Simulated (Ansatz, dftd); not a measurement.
Reaction: C2H4B (SMILES C=C[BH], doublet) → C2H4B (SMILES C(B)=[CH], doublet)
Each species at its own B3LYP-D3(BJ)/def2-TZVP minimum (Ansatz, an electronic-structure program).

Property: isomerisation energy (electronic), in kJ/mol. Open shells are spin-unrestricted; no spin-orbit coupling. Correlated methods leave the cores frozen. Rows without X2C or -DK are non-relativistic. CBS(X,Y): correlation extrapolated as X^-3, Hartree-Fock from the larger set. A bracket is a step between two methods taken in the basis named. Functionals run without relativity, which enters their misses. Double hybrids freeze cores in their MP2 part. 'core' is core correlation in cc-pwCVTZ, 'X2C' scalar relativity in cc-pVTZ-DK, both at CCSD(T). The UHF reference of C2H4B ([BH]C=C, doublet) is spin-contaminated (<S^2> up to 0.17 over the pure value in the sets run). The UHF reference of C2H4B (BC=[CH], doublet) is spin-contaminated (<S^2> up to 0.20 over the pure value in the sets run).

```json
[
 {"level": "HF/cc-pVQZ", "program": "Ansatz", "isomerisation energy (kJ/mol)": "-0.6", "difference against the last row": "-21.0"},
 {"level": "PBE-D3(BJ)/def2-TZVPD", "program": "Ansatz + dftd3", "isomerisation energy (kJ/mol)": "36.7", "difference against the last row": "16.3"},
 {"level": "r2SCAN/def2-TZVPD", "program": "Ansatz", "isomerisation energy (kJ/mol)": "33.4", "difference against the last row": "13.0"},
 {"level": "B2PLYP/def2-TZVPD", "program": "Ansatz", "isomerisation energy (kJ/mol)": "21.7", "difference against the last row": "1.3"},
 {"level": "CCSDT(Q)/cc-pVDZ", "program": "Ansatz", "isomerisation energy (kJ/mol)": "8.7", "difference against the last row": "-11.7"},
 {"level": "CCSD(T)/CBS(cc-pVTZ,cc-pVQZ) + [CCSDT(Q) - CCSD(T)]/cc-pVDZ + core + X2C", "program": "Ansatz", "isomerisation energy (kJ/mol)": "20.4", "difference against the last row": "0.0"}
]
```
